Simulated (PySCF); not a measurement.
Cards and structures have been mixed up. Pair them.

Structures:
1. `[SiH3]O[C@@]12C=CC[C@@H]1C2`
2. `C#C/C(=C\F)C(=O)NC`
3. `CCO[SiH2]F`
4. `CC#[N+]CCOC`

Card P (geometry GFN2-xTB):
- Rotational constants A, B, C: 2.606, 1.133, 0.794 GHz
- Static isotropic polarisability (CAM-B3LYP/def2-SVPD): 83.9 au
- Lowest singlet excitation (TDDFT CAM-B3LYP/def2-SVPD): 4.96 eV (250 nm, f = 0.000)
- Lowest triplet excitation (Tamm–Dancoff) (TDA CAM-B3LYP/def2-SVPD): 3.34 eV
- Strongest line among the 8 lowest singlet transitions (TDDFT CAM-B3LYP/def2-SVPD): S3 at 5.90 eV (210 nm, f = 0.239)
- Isotropic shieldings of nuclei other than C and H, by class (GIAO PBE0/pcSseg-1): 146 (1 N), -13 (1 O), 269 (1 F) ppm
- 13C chemical shifts (computed TMS as zero) by class (GIAO PBE0/pcSseg-1): 181.3 (1 C), 162.3 (1 C), 106.7 (1 C), 99.0 (1 C), 78.8 (1 C), 26.3 (1 C) ppm

Card Q (geometry GFN2-xTB):
* Rotational constants A, B, C: 3.433, 1.230, 1.111 GHz
* Static isotropic polarisability (CAM-B3LYP/def2-SVPD): 91.4 au
* 13C chemical shifts (computed TMS as zero) by class (GIAO PBE0/pcSseg-1): 143.0 (1 C), 135.7 (1 C), 73.7 (1 C), 41.3 (1 C), 27.8 (1 C), 25.4 (1 C) ppm
* Strongest line among the 8 lowest singlet transitions (TDDFT CAM-B3LYP/def2-SVPD): S1 at 6.02 eV (206 nm, f = 0.082)
* Lowest triplet excitation (Tamm–Dancoff) (TDA CAM-B3LYP/def2-SVPD): 4.12 eV
* Point group: C1

Card R (geometry GFN2-xTB):
* Rotational constants A, B, C: 4.689, 1.378, 1.117 GHz
* Static isotropic polarisability (CAM-B3LYP/def2-SVPD): 68.2 au
* Isotropic shieldings of nuclei other than C and H, by class (GIAO PBE0/pcSseg-1): 92 (1 N), 315 (1 O) ppm
* 13C chemical shifts (computed TMS as zero) by class (GIAO PBE0/pcSseg-1): 120.6 (1 C), 73.4 (1 C), 62.5 (1 C), 42.3 (1 C), -1.1 (1 C) ppm
* HOMO energy (CAM-B3LYP/def2-SVPD): -12.95 eV

Card S (geometry GFN2-xTB):
- Rotational constants A, B, C: 11.640, 1.842, 1.701 GHz
- Static isotropic polarisability (CAM-B3LYP/def2-SVPD): 53.6 au
- Point group: C1
- HOMO energy (CAM-B3LYP/def2-SVPD): -10.08 eV
- Lowest singlet excitation (TDDFT CAM-B3LYP/def2-SVPD): 8.00 eV (155 nm, f = 0.014)
- Lowest triplet excitation (Tamm–Dancoff) (TDA CAM-B3LYP/def2-SVPD): 7.66 eV

Each SMILES stands for a single optimised conformer of the isolated species, non-relativistic unless stated; the electronic structure was computed with PySCF and density fitting. NMR classes are plain means over equivalent atoms (diastereotopic ones count apart unless rotation or inversion swaps them), as if these changed places fast.

**Question.** Which card belongs to which structure?

**Answer.** P = 2, Q = 1, R = 4, S = 3. What ties each card to its structure:
- 1 (card Q), C6H10OSi, monoisotopic mass 126.1 u, 8 heavy atoms: 6 C in 6 classes; the least shielded carbon (143.0 ppm) is an alkene CH carbon; an asymmetric top with C = 1.111 GHz; polarisability 91.4 au for 68 electrons, the largest shown.
- 2 (card P), C6H6FNO, monoisotopic mass 127.0 u, 9 heavy atoms: 6 C in 6 classes; the least shielded carbon (181.3 ppm) is a vinylic C–F carbon; an asymmetric top with C = 0.794 GHz, the lowest such constant on the cards; polarisability 83.9 au for 66 electrons.
- 3 (card S), C2H7FOSi, monoisotopic mass 94.0 u, 5 heavy atoms: an asymmetric top with C = 1.701 GHz, the highest such constant on the cards; polarisability 53.6 au for 50 electrons, the smallest shown.
- 4 (card R), [C5H10NO]+, monoisotopic mass 100.1 u, 7 heavy atoms: 5 C in 5 classes; a HOMO at -12.95 eV for the only species of charge +1; the least shielded carbon (120.6 ppm) is a triply bonded carbon; an asymmetric top with C = 1.117 GHz; polarisability 68.2 au for 54 electrons.
